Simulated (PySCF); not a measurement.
PySCF input for C3H5BFNO, SMILES CB(F)/C=N/C=O, PBE0/pcSseg-1. Geometry optimised at B3LYP-D3(BJ)/def2-SVP. The structure was generated by enumeration; whether it is a known compound was not checked. One conformer was computed; it need not be the lowest.

```python
import numpy as np
from pyscf import gto, scf, dft
from pyscf.prop.nmr import rks as nmr

mol = gto.M(
    atom='''
    C    -2.58989495    0.15735172   -1.03026228
    B    -1.41546278   -0.38850945   -0.15868755
    F    -1.64231432   -1.24208571    0.82976551
    C     0.09754073    0.02144364   -0.42466306
    N     1.00005608   -0.20414262    0.45206843
    C     2.31315342    0.24451767    0.31153629
    O     2.64100852    1.40224443    0.23607958
    H    -2.46992971    1.22891520   -1.26198211
    H    -3.58085075   -0.01669690   -0.58659375
    H    -2.55901116   -0.36440031   -2.00710294
    H     0.36881541    0.54262742   -1.36687245
    H     3.04586285   -0.59796227    0.35531823
    ''',
    basis='pcSseg-1',
    charge=0,
    spin=0,
    max_memory=1600,
    verbose=3,
)
mf = dft.RKS(mol, xc='pbe0')
mf.grids.level = 3
mf.conv_tol = 1e-10
mf.max_cycle = 100
mf.kernel()
n = nmr.NMR(mf)
n.verbose = 2
n.max_cycle_cphf = 60
sigma = n.kernel()
print('atom   isotropic/ppm   span/ppm')
for i, s in enumerate(sigma):
    w = np.linalg.eigvalsh((s + s.T) / 2)
    print(f'{mol.atom_symbol(i):2s}{i + 1:3d} {w.mean():14.3f} {w[2] - w[0]:11.3f}')
```

Log of the run:

```
converged SCF energy = -371.583571952946
atom   isotropic/ppm   span/ppm
C   1        176.860      35.588
B   2         50.989     105.712
F   3        190.569     476.109
C   4          5.435     197.808
N   5       -226.228     696.598
C   6          2.456     176.343
O   7       -233.138    1007.020
H   8         30.126       8.559
H   9         30.280       9.312
H  10         30.424       9.181
H  11         23.036       5.129
H  12         21.723       2.759
```

Self-consistency was reached.

Cost: roughly 40 core-seconds.
